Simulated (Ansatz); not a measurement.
Relaxation of ClFGeH2O2 (7 atoms, charge 0, multiplicity 1), to a largest force component of 0.02 eV/Å in at most 40 steps.

These are results of RHF/def2-SVP in Ansatz, not measurements.

```xyz
7
Properties=species:S:1:pos:R:3
Ge 0.000 0.000 0.000
F 0.000 0.000 1.680
Cl 2.094 0.000 -0.739
O -0.834 1.444 -0.589
H -1.792 1.214 -0.812
O -0.834 -1.444 -0.589
H -1.288 -1.910 0.183
```

Task: Where does it end, and by what steps?

Result: It converged. After 12 steps the energy has fallen by 0.463 eV; H7 moved furthest, 0.52 Å.

```json
{"step": "0", "energy less start (eV)": "0.0000", "largest force component (eV/Å)": "3.155", "accepted": "yes"}
{"step": "1", "energy less start (eV)": "-0.3719", "largest force component (eV/Å)": "1.357", "accepted": "yes"}
{"step": "2", "energy less start (eV)": "-0.4216", "largest force component (eV/Å)": "0.290", "accepted": "yes"}
{"step": "3", "energy less start (eV)": "-0.4331", "largest force component (eV/Å)": "0.132", "accepted": "yes"}
{"step": "4", "energy less start (eV)": "-0.4378", "largest force component (eV/Å)": "0.200", "accepted": "yes"}
{"step": "5", "energy less start (eV)": "-0.4141", "largest force component (eV/Å)": "1.598", "accepted": "no"}
{"step": "6", "energy less start (eV)": "-0.4497", "largest force component (eV/Å)": "0.087", "accepted": "yes"}
{"step": "7", "energy less start (eV)": "-0.4565", "largest force component (eV/Å)": "0.194", "accepted": "yes"}
{"step": "8", "energy less start (eV)": "-0.4600", "largest force component (eV/Å)": "0.161", "accepted": "yes"}
{"step": "9", "energy less start (eV)": "-0.4625", "largest force component (eV/Å)": "0.048", "accepted": "yes"}
{"step": "10", "energy less start (eV)": "-0.4582", "largest force component (eV/Å)": "0.626", "accepted": "no"}
{"step": "11", "energy less start (eV)": "-0.4628", "largest force component (eV/Å)": "0.027", "accepted": "yes"}
{"step": "12", "energy less start (eV)": "-0.4631", "largest force component (eV/Å)": "0.016", "accepted": "yes"}
```

```xyz
7
Properties=species:S:1:pos:R:3
Ge -0.081 0.013 -0.019
F -0.033 0.116 1.683
Cl 1.927 -0.141 -0.665
O -0.800 1.424 -0.687
H -1.743 1.431 -0.773
O -1.046 -1.360 -0.423
H -0.878 -2.180 0.017
```

Whether the end is a true minimum wasn't checked by a vibrational analysis.

The run took 42 s on 1 thread of Arm Neoverse V2 (shared host), peak memory 0.22 GiB.
